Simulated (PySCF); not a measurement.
CH₃FO₃Si, SMILES O[Si@H](OC=O)F. Atoms are numbered in the order given.

```xyz
9

O      1.1597     1.6569     0.3505
C      1.5128     0.5909     0.7806
O      0.8111    -0.5339     0.7069
Si    -0.7086    -0.6473    -0.0597
O     -1.4689     0.7901    -0.0122
F     -0.3710    -1.1160    -1.5631
H      2.4795     0.4283     1.2984
H     -1.4680    -1.7065     0.6133
H     -0.8439     1.5336    -0.0531
```

Geometry optimised at PBE0-D3(BJ)/def2-SVP. The structure was generated by enumeration; whether it is a known compound was not checked. The values are those of a single conformer.

Level of theory: HF/def2-TZVP (PySCF).

ESP charges are fitted to the potential on shells at 1.4 to 2.0 van der Waals radii. Atomic charges (e):

```tsv
atom	meta-Löwdin	ESP fit
O1	-0.53	-0.60
C2	0.57	[?]
O3	-0.65	-0.60
Si4	1.62	1.23
O5	-0.81	[?]
F6	-0.55	[?]
H7	0.11	0.07
H8	-0.14	-0.14
H9	0.38	[?]
```

Question: Complete the blanks. (The exact figures need the calculation; the answer reports its results.)

Answer: 
- C2, ESP fit: 0.69
- O5, ESP fit: -0.79
- F6, ESP fit: -0.37
- H9, ESP fit: 0.51

Computed Mayer and Wiberg (Löwdin basis) orders of the bonds:
```
bond    Mayer  Wiberg
------  -----  ------
O1–C2    1.88    2.72
C2–O3    1.11    1.78
O3–Si4   0.90    1.26
Si4–O5   1.19    1.70
Si4–F6   0.99    1.63
C2–H7    0.97    0.89
Si4–H8   0.99    0.93
O5–H9    0.81    0.97
```
